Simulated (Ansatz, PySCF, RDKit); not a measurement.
Pair of molecules: H2S (SMILES S) (first 3 atoms) with C2H6 (SMILES CC); geometry from B3LYP-D3(BJ)/def2-TZVP.
(charge 0, multiplicity 1):
```xyz
11

S      0.1478     0.1232    -0.1988
H      0.9034     0.4898     0.8480
H     -0.2928    -0.9752     0.4346
C     -0.8168    -0.1576     3.7483
C      0.7088    -0.1226     3.7558
H     -1.2160     0.1212     2.7714
H     -1.2311     0.5361     4.4823
H     -1.1915    -1.1544     3.9894
H      1.1290    -0.8289     3.0363
H      1.1087    -0.3830     4.7376
H      1.0840     0.8718     3.5037
```

Counterpoise-corrected where a basis set is named; no monomer relaxation. Rows marked so take none. RDKit's UFF carries no charges.

Rows in 3-21G, 6-31G* carry no dispersion term and start afresh at each structure (6-31G* with six Cartesian d functions).

Codes used: Ansatz (Gaussian orbitals); PySCF for 3-21G rows, 6-31G* rows; RDKit for the force fields. Each number belongs to the level named beside it.

Problem. One of these levels gives 0.54 kcal/mol for the interaction energy. Which one is it?
(A) HF/3-21G (no counterpoise)
(B) UFF
(C) BLYP/def2-TZVPPD
(D) B3LYP/6-31G*

Solution. D, B3LYP/6-31G*. The others give -1.12 (UFF), 0.19 (HF/3-21G (no counterpoise)), 1.01 (BLYP/def2-TZVPPD)

Ansatz is a first-principles code.
